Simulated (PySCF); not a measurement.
Species: C5H11FOSi.
Geometry (PBE0-D3(BJ)/def2-SVP, Å), atoms numbered from 1 in this order:
```
atom  x, y, z in Å
C1     3.3397   -0.6069   -0.2962
O2     2.0982   -0.3424    0.2880
Si3    0.9390    0.6472   -0.3905
C4    -0.5299    0.5259    0.7730
C5    -1.2028   -0.8719    0.7887
C6    -2.2497   -0.3410   -0.2110
C7    -1.8315    1.0752    0.1804
F8    -1.6967    1.9811   -0.8465
H9     3.8975   -1.3035    0.3488
H10    3.9510    0.3080   -0.4126
H11    3.2401   -1.0756   -1.2937
H12    0.6045    0.1455   -1.7617
H13    1.4492    2.0490   -0.4933
H14   -0.2221    0.9383    1.7479
H15   -0.5932   -1.7330    0.4773
H16   -1.6417   -1.1035    1.7705
H17   -1.9547   -0.5368   -1.2527
H18   -3.3029   -0.6264   -0.0774
H19   -2.4919    1.5303    0.9375
```

Computed with PySCF at CAM-B3LYP/def2-SVPD, non-relativistic, on one gas-phase PBE0-D3(BJ)/def2-SVP geometry that isn't relaxed in the solvent. The solvent is an IEF-PCM continuum (cavity from Bondi-type radii × 1.2). Only the electrostatic response of the medium enters.

Gas phase at CAM-B3LYP/def2-SVPD: HOMO -9.44 eV, LUMO 1.20 eV, dipole 1.47 D.

What does the continuum do to the energy, the frontier levels and the dipole at CAM-B3LYP/def2-SVPD in cyclohexane and benzene?

```
    solvent      ε  E(solvent) − E(gas) (kcal/mol)  polarisation term (kcal/mol)  distortion of the solute (kcal/mol)  HOMO (eV)  LUMO (eV)  dipole (D)
cyclohexane  2.017                           -1.56                         -1.65                                 0.09      -9.41       1.26        1.61
    benzene  2.271                           -1.78                         -1.89                                 0.11      -9.41       1.26        1.63
```

The first energy column is the sum of the next two and covers electrostatics alone. From cyclohexane to benzene the lowering changes by a factor 1.14, Onsager's factor (ε − 1)/(2ε + 1) by 1.14 and ε itself by 1.1.

Which radius a makes the point-dipole formula ΔE = −[(ε − 1)/(2ε + 1)]·μ²/a³ give the value in benzene, with the gas-phase dipole?

μ = 0.577 au and |ΔE| = 0.00284 Eh give a = 1.58 Å; the farthest nucleus lies 4.05 Å from the centroid of the nuclei, so such a sphere wouldn't even hold the nuclei. The formula assumes a rigid point dipole at the centre of a sphere.

Give the dipole vector in the frame of the coordinates (D, pointing from negative to positive charge), gas and benzene.

Gas (0.10, -1.21, 0.82), solvent (0.07, -1.34, 0.92). Its length changes by +11 % and its direction by 1°.

How does the static polarisability (CAM-B3LYP/def2-SVPD, frozen core, with the continuum's full static response) change?

| medium | isotropic (au) | principal values (au) | ⟨r²⟩ of the electrons (bohr²) |
| --- | --- | --- | --- |
| gas | 87.3 | 77.9, 83.5, 100.5 | 1439.3 |
| cyclohexane | 97.0 | 87.7, 93.6, 109.7 | 1438.9 |
| benzene | 98.5 | 89.3, 95.2, 111.0 | 1438.9 |

The isotropic value in benzene is 1.13 times the gas-phase one; no cavity-field correction is applied. ⟨r²⟩ is taken about the centre of nuclear charge.
